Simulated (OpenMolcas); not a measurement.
Levels of Os VI by method

```json
{
  "Program": "OpenMolcas",
  "Basis": "ANO-RCC-VTZP [8s7p5d3f2g1h]",
  "Scalar Hamiltonian": "DKH2, point nucleus",
  "Active space": "3 electrons in 10 orbitals (5d 6d)",
  "State averaging": "2S+1 = 4 even, 10 roots; 2S+1 = 2 even, 40 roots",
  "Spin-orbit coupling": "state interaction with AMFI integrals over the reference wave functions, term energies averaged over their components"
}
```

Methods on the same reference wave functions:
A. CASSCF
B. SS-CASPT2, IPEA 0.25 Eh, imaginary shift 0.1 Eh (closed shells correlated: 5s 5p)
C. MS-CASPT2, IPEA 0.25 Eh, imaginary shift 0.1 Eh (closed shells correlated: 5s 5p)
D. XMS-CASPT2, IPEA 0.25 Eh, imaginary shift 0.1 Eh (closed shells correlated: 5s 5p)

Energies in cm⁻¹ above 5d³ ⁴F_3/2, the measured ground level; measured values from the list in Brasseur, Palmeri and Quinet, Atoms 13, 11 (2025).

| Level | A | B | C | D | Measured |
| --- | --- | --- | --- | --- | --- |
| 5d³ ⁴F_3/2 | 0.0 | 0.0 | 0.0 | 0.0 | 0.0 |
| 5d³ ⁴F_5/2 | 6151 | 6530 | 6530 | 6460 | 6397 |
| 5d³ ⁴F_7/2 | 11454 | 11670 | 11680 | 11640 | 11444 |
| 5d³ ⁴F_9/2 [57 %] | 15285 | 15030 | 15040 | 15070 | 14678 |
| 5d³ ⁴P_1/2 [66 %] | 19233 | 17180 | 17190 | 17240 | 16772 |
| 5d³ ²G_7/2 | 24737 | 23410 | 23420 | 23650 | 22920 |
| 5d³ ²H_9/2 [56 %] | 25510 | 24710 | 24720 | 24730 | 24028 |
| 5d³ ⁴P_5/2 | 27094 | 25640 | 25640 | 25590 | 24828 |
| 5d³ ²P_1/2 [66 %] | 32499 | 29340 | 29350 | 29550 | 28860 |
| 5d³ ²H_11/2 | 34575 | 33240 | 33250 | 33270 | 32156 |
| 5d³ ²D_5/2(1) | 37956 | 35440 | 35500 | 35810 | 34418 |
| 5d³ ²G_9/2 [57 %] | 39160 | 37890 | 37900 | 38060 | 37019 |
| 5d³ ²P_3/2 [55 %] | 44058 | 40840 | 40820 | 41160 |  |
| 5d³ ²F_5/2 | 45022 | 41100 | 41120 | 41280 | 39601 |
| 5d³ ²F_7/2 | 45558 | 41810 | 41820 | 42070 | 40447 |
| 5d³ ²D_3/2(2) | 67125 | 62190 | 62250 | 61880 |  |
| 5d³ ²D_5/2(2) | 67743 | 63040 | 63000 | 62820 | 61005 |

Deviations, from unrounded energies. A percentage is the sum of absolute deviations over the sum of measured energies, with the sign that they share, or ± where signs differ.

| Against measurement | Levels | A | B | C | D |
| --- | --- | --- | --- | --- | --- |
| mean absolute deviation (cm-1) | 14 | 2700 | 820 | 830 | 900 |
| fine structure of the ground term (%) | 3 | ±2.7 | +2.2 | +2.3 | +2.0 |
| other terms of the ground configuration (%) | 11 | +10.2 | +3.0 | +3.0 | +3.3 |

B, C lie about equally close to measurement and A furthest from it. The largest miss of B in the table is 5d³ ²D_5/2(2), by +2000 cm-1. The ranking rests on the paired levels alone, and a cruder setting can come out closer through cancelling errors.

Among B to D the level of the table that moves most is 5d³ ²D_3/2(2), by 380 cm-1 (lowest in D, highest in C). Moves below CASPT2's spread within the term are not significant.

The mean deviations of B to D differ by less than CASPT2's widest spread within a term (620 cm-1), so their order carries little weight.

From A to B the spin-free energies of the other terms of 5d³ shown, above ⁴F, scale by factors of 0.77 to 0.90, as is usual when dynamic correlation screens the repulsion within a d or f shell.

The lowest spin-free term lies below A's lowest term by 0.242 hartree in B, 0.242 hartree in C, 0.244 hartree in D.

CASPT2 does not keep the components of a term degenerate, so their means are used; among the terms shown or strongly mixed into the levels shown the widest spread is 620 cm-1 (5d³ ⁴F, D). Active for correlation alone: 6d; no level in the range computed is led by a configuration that fills it, so any true level of that kind is missing. Without dynamic correlation excited terms often stand tens of per cent too high (terms of higher spin than the ground term too low), and those without a measured partner can miss by more than the paired ones (holds for A). Computed and measured levels are paired by configuration, term and J; levels that our copy of the source lacks, or whose pairing is in doubt (as where it misses far off the trend of its configuration), stay unpaired and out of the deviations. Levels of configurations outside the active space are missing. Levels that lie high or do not pair safely by name in every column are left out.

A share in square brackets marks a mixed level and gives the weight of the term that names it, the lowest over the columns. A number in round brackets counts repeated terms of one configuration in the order of the reference energies.
